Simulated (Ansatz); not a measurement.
Total energies of B(SiH3)3 (Si₃BH₉) from Ansatz at CCSD(T)/def2-TZVP, gas phase (1 Eh = 27.2114 eV = 2625.5 kJ/mol). The reference geometry is relaxed at r2SCAN-D4/def2-SVP.

| state | geometry | energy (Eh) |
| --- | --- | --- |
| charge 0 singlet | reference | -897.26315 |
| charge 1 doublet | reference | -896.89733 |
| free B atom (doublet) | – | -24.59791 |
| free Si atom (triplet) | – | -288.92674 |
| free H atom (doublet) | – | -0.49981 |

Correlated methods freeze 16 core orbitals.

Q: Work out the vertical ionisation energy to the doublet.

A: E(charge 1 doublet) − E(charge 0 singlet) = -896.89733 − (-897.26315) = 0.36582 Eh = 9.95 eV.

Q: What is the binding energy per atom against free atoms?

A: Atoms: 1 × (-24.59791) + 3 × (-288.92674) + 9 × (-0.49981) = -895.87642 Eh. Binding: -895.87642 − (-897.26315) = 1.38673 Eh = 37.73 eV, or 2.90 eV for each of 13 atoms (no zero-point energy, no counterpoise term).
